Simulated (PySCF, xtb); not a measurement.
Cl₃Si, SMILES [Si](Cl)(Cl)Cl, multiplicity 2.

Harmonic wavenumbers (cm⁻¹) from GFN2-xTB in xtb 6.7.1 at its own minimum, in rising order: 129, 129, 201, 415, 497, 498.

Q: What does PBE-D3(BJ)/def2-SVP run with PySCF give at its own minimum? (An estimate is asked for; the answer gives what the named calculation found.)

A: 153, 153, 222, 454, 570, 570. Paired by order, the mean absolute difference is 42 cm⁻¹ and the zero-point energies are 2.7 and 3.0 kcal/mol.
